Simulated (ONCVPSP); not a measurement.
# Cutoff test, Zr (Z = 40), ONCV

ONCVPSP 4.0.1 input, shortened (lines: element, Z, core and valence counts, functional; n l f; lmax; l rc ep ncon nbas qcut; lloc lpopt rc5 dvloc0; l nproj debl; icmod fcfact rcfact), PBE, scalar-relativistic:

```
  Zr 40.00    6    4        4      upf
    1    0    2.00
    2    0    2.00
    2    1    6.00
    3    0    2.00
    3    1    6.00
    3    2   10.00
    4    0    2.00
    4    1    6.00
    4    2    2.00
    5    0    1.00
    3
    0    1.60    0.00    4    8    8.30
    1    1.35    0.00    3    6    5.50
    2    2.90    0.00    4    8    5.30
    3    2.35    0.16    4    9    4.80
    4    3    1.15    0.00
    0    2    0.30
    1    2    3.00
    2    2    1.20
    3    2    1.10
    4    0.50    0.00
```

Task: For each optimised wave give the share of its norm inside rc, the residual kinetic energy above qcut (Ha) and the cutoffs (Ha) for errors of 10, 1, 0.1 and 0.01 mHa per electron.

Result:

```json
{"wave": "4s", "norm inside rc": "0.833", "residual KE": "3.1e-07", "10 mHa": "17.6", "1 mHa": "22.6", "0.1 mHa": "26.7", "0.01 mHa": "29.9"}
{"wave": "5s", "norm inside rc": "0.050", "residual KE": "1.6e-07", "10 mHa": "13.7", "1 mHa": "20.0", "0.1 mHa": "24.9", "0.01 mHa": "28.9"}
{"wave": "4p", "norm inside rc": "0.536", "residual KE": "3.1e-03", "10 mHa": "7.5", "1 mHa": "34.6", "0.1 mHa": "70.4", "0.01 mHa": "not reached"}
{"wave": "p projector 2", "norm inside rc": "0.060", "residual KE": "2.0e-03", "10 mHa": "7.6", "1 mHa": "18.0", "0.1 mHa": "41.4", "0.01 mHa": "85.2"}
{"wave": "4d", "norm inside rc": "0.813", "residual KE": "7.9e-07", "10 mHa": "7.7", "1 mHa": "9.8", "0.1 mHa": "11.3", "0.01 mHa": "12.8"}
{"wave": "d projector 2", "norm inside rc": "0.215", "residual KE": "1.1e-05", "10 mHa": "8.5", "1 mHa": "10.8", "0.1 mHa": "12.6", "0.01 mHa": "14.7"}
{"wave": "f projector 1", "norm inside rc": "0.070", "residual KE": "7.4e-05", "10 mHa": "4.6", "1 mHa": "8.3", "0.1 mHa": "11.3", "0.01 mHa": "42.5"}
{"wave": "f projector 2", "norm inside rc": "0.381", "residual KE": "9.4e-03", "10 mHa": "11.4", "1 mHa": "20.6", "0.1 mHa": "64.4", "0.01 mHa": "76.1"}
```

The occupied waves need 35 Ha and 70 Ha for 1 and 0.1 mHa.
